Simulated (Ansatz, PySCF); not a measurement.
## PbH4 in two programs

PbH4 (singlet), relaxed with PySCF 2.14.0, RKS TPSS, Pb def2-SVP with ECP60, H def2-SVP; non-relativistic Hamiltonian with scalar-relativistic core potentials where named; density fitting; no spin-orbit coupling:

```xyz
5

Pb    0.0078    0.3729    0.0000
H    -0.0135   -0.6497    1.4454
H    -0.0135   -0.6497   -1.4454
H     1.4737    1.3657    0.0000
H    -1.4156    1.4258    0.0000
```

There the HOMO–LUMO gap is 6.80 eV. 

The same geometry by Ansatz 0.2.0 (PBE, PAW, a periodic box with 9 Å of vacuum):

```csv
spin-orbit coupling,gap (eV),largest force component (eV/Å)
without,5.95,0.02
```

What does the run with spin-orbit coupling give?

gap (eV): 5.75, largest force component (eV/Å): 0.10. It took 21 s on 2 threads of Arm Neoverse V1, on a shared host, peak memory 1.6 GiB.

The spin-orbit runs use fully relativistic datasets of their own, so changes of a few hundredths of an eV needn't come from the coupling.

No frequency check is given that shows the relaxed geometry to be a minimum.

The two programs differ in functional, so their gaps don't test each other.
